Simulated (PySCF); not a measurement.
# Electronic absorption of C6H9FO

C₆H₉FO.
SMILES: `C[C@@H]1C[C@H](F)[C@@H]2O[C@@H]21`

Computed with TDDFT PBE0/def2-SVPD, vertical, gas phase, core orbitals frozen in the response (PySCF 2.14.0, density-fitted response routines). One conformer (not necessarily the lowest) at the GFN2-xTB geometry, without solvent, vibrations or thermal averaging.

```
state  E (eV)  λ (nm)       f  main configurations (H = HOMO, L = LUMO)
   S1    7.46   166.1   0.018                                 H→L (96%)
   S2    7.70   161.1  0.0018                  H→L+1 (58%), H→L+2 (31%)
   S3    7.88   157.3   0.019                  H→L+2 (60%), H→L+1 (34%)
   S4    8.25   150.2   0.014                  H→L+3 (58%), H-1→L (35%)
   S5    8.28   149.7   0.010                  H-1→L (60%), H→L+3 (34%)
   S6    8.54   145.1  0.0033   H→L+4 (41%), H-1→L+1 (19%), H→L+5 (10%)
```

Triplets (Tamm–Dancoff): T1 7.31 eV, H→L (61%), H→L+2 (15%), H→L+1 (8%); T2 7.34 eV, H→L (33%), H→L+2 (24%), H→L+1 (23%).

The lowest singlet lies at 7.46 eV (166 nm, vacuum ultraviolet) and is weak; its leading configuration is HOMO→LUMO (96%). The largest oscillator strength of a single state is 0.019. Löwdin shares by element: HOMO oxygen 50%, carbon 28% or more (atoms not listed hold the other 22%); LUMO carbon 21% or more, hydrogen 21% or more (atoms not listed hold the other 58%). The listed states span 1.08 eV, and the widest gap between neighbours is 0.37 eV (S3 to S4). Orbital energies (eV): HOMO-3 -9.71, HOMO-2 -9.33, HOMO-1 -8.74, HOMO -7.88, LUMO 0.65, LUMO+1 1.03, LUMO+2 1.19. Of the 6 states listed, 3 reach f = 0.01 and none stays under 0.0005. The window holds the lowest 6 singlets.

The run took 34 s on one thread, AMD EPYC 7R13 (x86_64), no GPU, shared host, and the process peaked at 0.92 GiB of memory.

Without π bonds the low states are Rydberg-like; a valence basis with one diffuse set may place them up to an eV too high.
